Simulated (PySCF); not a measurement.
```xyz
4
charge -1 multiplicity 1, angstrom
Mg    0.0000    0.0000    0.0000
Cl    2.2698    0.0000    0.0000
Cl   -1.1349    1.9658    0.0000
Cl   -1.1349   -1.9657    0.0000
```

These are results of PBE0/[Mg def2-TZVPD, Cl def2-TZVPD], no relativity, density fitting, PySCF, not measurements.

This geometry of MgCl₃⁻ is a stationary point at this level.

What is the point group?

D3h.

Is it a minimum?

Yes: all harmonic wavenumbers are real.

What are the dipole moment and the gap between the highest occupied and lowest empty levels?

0.00 D about the centre of mass and 7.02 eV.

Give the atomic charges and bond orders.


```csv
atom,Mulliken,Löwdin,polar tensor,Mayer order to Mg1
Mg1,0.85,-0.18,1.27,–
"Cl2,3,4",-0.62,-0.27,-0.76,0.60
```

This need not be the most stable arrangement of these atoms. The lowest empty level of this anion is unbound, so it and the gap depend on the basis.
